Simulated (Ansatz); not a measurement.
Computed with Ansatz on PBE0-D4/def2-TZVP structures; ΔE is electronic, products minus reactants. CCSD(T)/CBS is the MP2 limit (def2-TZVPP, def2-QZVPP) plus CCSD(T) − MP2 in def2-TZVPP, frozen cores. This one scheme is used for every species. DFT in def2-TZVPP. B3LYP here is the variant with VWN-RPA as its local correlation; programs differ in this. HSE06 is defined as in plane-wave codes.

`FC1=N[SiH2]1` + HCl → `ClC1=N[SiH2]1` + H–F  (substitution at a C–F bond)

| level | ΔE (kcal/mol) | difference from CCSD(T)/CBS |
| --- | --- | --- |
| LDA (SPW92) | -1.4 | 2.7 |
| PBE-D4 | -3.0 | 1.1 |
| revPBE-D4 | -4.0 | 0.1 |
| r2SCAN-D4 | -1.9 | 2.2 |
| B97M-V | -0.5 | 3.6 |
| PBE0-D4 | -2.7 | 1.4 |
| B3LYP-D4 | -2.2 | 1.9 |
| r2SCANh-D4 | -1.9 | 2.2 |
| r2SCAN0-D4 | -1.9 | 2.2 |
| HSE06-D4 | -2.7 | 1.4 |
| BHLYP-D4 | -1.3 | 2.8 |
| CAM-B3LYP-D4 | -0.2 | 3.9 |
| ωB97X-V | -0.4 | 3.7 |
| ωB97M-V | -0.9 | 3.2 |
| B2PLYP | -2.2 | 1.9 |
| PBE-QIDH | -3.0 | 1.1 |
| PBE | -2.2 | 1.9 |
| BLYP | -1.1 | 3.0 |
| r2SCAN | -1.7 | 2.4 |
| PBE0 | -2.0 | 2.1 |
| B3LYP | -0.9 | 3.2 |
| r2SCANh | -1.7 | 2.4 |
| HSE06 | -2.1 | 2.0 |
| BHLYP | -0.1 | 4.0 |
| CAM-B3LYP | 0.5 | 4.6 |
| RPA@PBE/def2-TZVPP | -2.0 | 2.1 |
| HF/def2-SVP | 5.1 | 9.2 |
| MP2/def2-SVP | -0.2 | 3.9 |
| CCSD/def2-SVP | 2.1 | 6.2 |
| CCSD(T)/def2-SVP | 1.7 | 5.8 |
| HF/def2-TZVPP | 2.0 | 6.1 |
| MP2/def2-TZVPP | -5.2 | -1.1 |
| SCS-MP2/def2-TZVPP | -3.6 | 0.5 |
| CCSD/def2-TZVPP | -1.8 | 2.3 |
| CCSD(T)/def2-TZVPP | -2.7 | 1.4 |
| HF/def2-QZVPP | 2.0 | 6.1 |
| MP2/def2-QZVPP | -6.0 | -1.9 |
| HF/CBS(def2) | 2.0 | 6.1 |
| MP2/CBS(def2) | -6.7 | -2.6 |
| CCSD/CBS(def2) | -3.3 | 0.8 |
| CCSD(T)/CBS | -4.1 | 0 |

(1) What do rigid-rotor, harmonic-oscillator terms from PBE0-D4/def2-TZVP frequencies (298.15 K, 1 bar) make of the CCSD(T)/CBS value? (An estimate is asked.)

Largest T1 diagnostic among the species: 0.016.

Results:

(1) Computed: ΔZPE = +0.6 kcal/mol, ΔH = -3.3 kcal/mol, ΔS = -1 J/(mol·K), ΔG = -3.2 kcal/mol.

The D4 term adds −1.3 kcal/mol with B3LYP and −0.7 kcal/mol with PBE0; it sums over pairs of atoms, weighted by their polarisabilities, and B3LYP, whose exchange is more repulsive, gets the larger term. Leaving LDA and LC-ωPBE aside and taking each functional with its dispersion term where it has one, the values spread over 3.7 kcal/mol, from revPBE-D4 to CAM-B3LYP-D4. LDA lies +0.8 kcal/mol from PBE without D4.
